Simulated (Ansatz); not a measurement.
Basis-set extrapolation for BFH₄O₂Si, SMILES `O[SiH2]B(O)F` (PBE0-D4/def2-TZVP geometry, frozen core, Ansatz). Multiplicity 1, RHF reference.

```json
{"": "HF", "def2-TZVPP": "-565.404926", "def2-QZVPP": "-565.427001"}
{"": "MP2 correlation", "def2-TZVPP": "-0.942910", "def2-QZVPP": "-1.022755"}
{"": "CCSD(T) correlation", "def2-TZVPP": "-1.001675", "def2-QZVPP": "not run"}
```

Energies in hartree. Use E(X) = E(∞) + A·exp(−7.88·√X) for Hartree–Fock and E(X) = E(∞) + B·X^(−2.97) for correlation, with X = 3 and 4, and add CCSD(T) minus MP2 of the smaller set to the MP2 limit.

Task: What is the CCSD(T) energy at the basis-set limit?

Result: HF limit: -565.427001 + (-0.022075) × 0.13774 = -565.43004. MP2 limit: -1.022755 + (-0.079845) × 0.74074 = -1.08190. Higher-order term: -1.001675 − (-0.942910) = -0.05877. Total: -566.57071 hartree, 430.9 kJ/mol below CCSD(T)/def2-TZVPP.
